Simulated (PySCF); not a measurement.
NbOCl3, SMILES [O]=[Nb]([Cl])([Cl])[Cl], multiplicity 1. The structure is a stationary point at PBE0-D3(BJ)/def2-SVP. The spin state was assumed, not searched. The isomer is the one that the SMILES or the coordinates give; other isomers of the formula were not compared. The def2 effective core potentials stand for the cores of Nb; spin–orbit coupling is left out.

Computed equilibrium geometry at PBE0-D3(BJ)/def2-SVP (PySCF confirms it by a frequency run) as a Z-matrix, and its point group:
point group C3v.
```
Nb
O 1 1.6726
Cl 1 2.2812 2 107.59
Cl 1 2.2812 2 107.59 3 -120.00
Cl 1 2.2812 2 107.59 3 120.00
```
Charge 0, spin multiplicity 1.
